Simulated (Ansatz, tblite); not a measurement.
Removing and adding an electron: Ge5O5 (the lowest singlet isomer of a short search). Total charge 0; singlet. Geometry: r2SCAN-D4/def2-SVP. Ansatz, gas phase; energy differences of separate SCF runs; the oxidised species was run as a doublet alone; the reduced species was run as a doublet alone.

```
atom   x (Å)   y (Å)   z (Å)
 Ge1  -1.601   1.655  -0.522
 Ge2   2.047  -1.493   0.513
 Ge3  -0.403  -1.521  -1.779
 Ge4   1.210   1.026  -0.330
 Ge5  -0.898  -0.212   2.150
  O6  -0.212   0.243  -1.419
  O7   0.033   2.276   0.120
  O8   0.724  -0.307   1.200
  O9   1.011  -2.121  -0.816
 O10  -1.910   0.454   0.884
```

The xTB rows come from tblite. HOMO above LUMO, or a gap near zero within one spin, warns that the state may not be the lowest or that an electron is smeared out. The structure comes from a short search, and lower isomers may exist.

```csv
level,−HOMO (eV),vertical IE (eV),−LUMO (eV),vertical EA (eV),HOMO–LUMO gap (eV),IE − EA (eV),remarks
PBE-D4/def2-SVP,5.61,8.04,3.25,1.11,2.36,6.93,"HOMO above zero (-1 doublet), gap within one spin near zero (+1 doublet), gap within one spin near zero (-1 doublet)"
PBE0-D4/def2-SVP,6.60,8.27,2.57,1.08,4.03,7.19,HOMO above zero (-1 doublet)
```

Problem. Estimate the rows for GFN1-xTB, GFN2-xTB.

Solution. 
```tsv
level	−HOMO (eV)	vertical IE (eV)	−LUMO (eV)	vertical EA (eV)	HOMO–LUMO gap (eV)	IE − EA (eV)
GFN1-xTB	9.09	11.55	6.88	4.64	2.21	6.91
GFN2-xTB	10.60	13.54	7.62	4.74	2.98	8.81
```

   A HOMO above zero means that the electron is unbound at that level or that self-interaction error raises the level; the energy of removing that electron tells which. Raw xTB energy differences between charge states are shifted by several eV; the methods need an empirical correction for them. Sets without diffuse functions give affinities that are too small.
